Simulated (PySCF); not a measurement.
NbF4, SMILES [F][Nb]([F])([F])[F] (connectivity only; charge and spin as stated), neutral, multiplicity 2.

Geometry: PBE-D3(BJ)/def2-SVP. The multiplicity is an assumed one; other spin states were not compared. The isomer is the one that the SMILES or the coordinates give; other isomers of the formula were not compared. The def2 effective core potentials stand for the cores of Nb; spin–orbit coupling is left out.

Calculation: CAM-B3LYP/def2-TZVPD in PySCF.

The molecule is in vacuum.

Computed frontier levels, dipole moment and polarisability:
```
Quantity                                                                                                        Result
---------------------------------------------------------------------------------------------  -----------------------
α spin, highest occupied and lowest empty level                                                     -8.35 and -1.57 eV
β spin, highest occupied and lowest empty level                                                    -13.81 and -1.78 eV
dipole moment                                                                                                   0.00 D
quadrupole, principal values (traceless, Buckingham form, about the centre of nuclear charge)   -2.84, -2.84, 5.69 D·Å
mean static polarisability                                                                        38.8 bohr³ (5.75 Å³)
polarisability, principal values                                                                37.2, 39.6, 39.6 bohr³
⟨S²⟩                                                                                           0.751 (pure state 0.75)
```
